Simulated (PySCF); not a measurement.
C₇H₁₀O.
SMILES with atom numbers: `[CH2:1]=[CH:2][C@@H:3]1[CH:4]=[CH:5][O:6][C@@H:7]1[CH3:8]` (hydrogens: H9, H10 on C1; H11 on C2; H12 on C3; H13 on C4; H14 on C5; H15 on C7; H16, H17, H18 on C8)

Theory: TDDFT PBE0/def2-SVPD, vertical, gas phase, core orbitals frozen in the response (PySCF 2.14.0, density-fitted response routines). Geometry: GFN2-xTB, one conformer, isolated molecule. Torsions of this conformer, `[CH2:1]=[CH:2][C@@H:3]1[CH:4]=[CH:5][O:6][C@@H:7]1[CH3:8]`: C1–C2–C3–C4 -132°.

Frontier orbitals with the atoms that hold most of them (Löwdin shares over 4%, at most four atoms; ? is withheld):

```json
{"orbital": "HOMO-3", "ε (eV)": "-9.70", "atoms": "O6 21%, C7 17%, C3 16%, C8 15%"}
{"orbital": "HOMO-2", "ε (eV)": "-9.47", "atoms": "C7 16%, C8 12%, C3 10%, C2 9%"}
{"orbital": "HOMO-1", "ε (eV)": "-7.63", "atoms": "?"}
{"orbital": "HOMO", "ε (eV)": "-6.24", "atoms": "?"}
{"orbital": "LUMO", "ε (eV)": "0.00", "atoms": "C2 27%, C1 27%, C5 9%, C4 7%"}
{"orbital": "LUMO+1", "ε (eV)": "0.69", "atoms": "C5 11%, C1 10%, H15 9%, H12 9%"}
{"orbital": "LUMO+2", "ε (eV)": "1.11", "atoms": "C4 20%, C5 19%, C1 10%, O6 8%"}
```

Question: Give the leading atoms of the HOMO-1.

Answer: C1 (bonded to C and 2 H) 37%; C2 (bonded to 2 C and H) 33%; C3 (bonded to 3 C and H) 6%; C7 (bonded to 2 C, O and H) 5%.

Question: Which atoms hold the HOMO, and with what shares?

Answer: C4 (bonded to 2 C and H) 30%; O6 (bonded to 2 C) 27%; C5 (bonded to C, O and H) 19%; C3 (bonded to 3 C and H) 6%. By element: carbon 55% or more, oxygen 27%.

Question: How does S1 compare with the orbital gap of 6.24 eV?

Answer: S1 is at 5.21 eV (f = 0.040), 1.03 eV below the gap, made of HOMO→LUMO (97%). Without the coupling terms of the response equations the lowest excitation would equal the gap.

Question: One configuration dominates each of S1 and S2. Which, and how do the shares of the two leading atoms of either orbital change from the occupied to the empty one?

Answer: 
- S1 (5.21 eV, f 0.040), HOMO→LUMO (97%): C4 30% → 7%, O6 27% → at most 8%, C2 at most 6% → 27%, C1 at most 6% → 27%
- S2 (5.89 eV, f 0.029), HOMO→LUMO+1 (90%): C4 30% → at most 9%, O6 27% → at most 9%, C5 19% → 11%, C1 at most 6% → 10%

On one thread of an Arm Neoverse V1, shared host, this took 52 s of wall time (with the writing of density and orbital grids) and 0.96 GiB of memory at its peak.
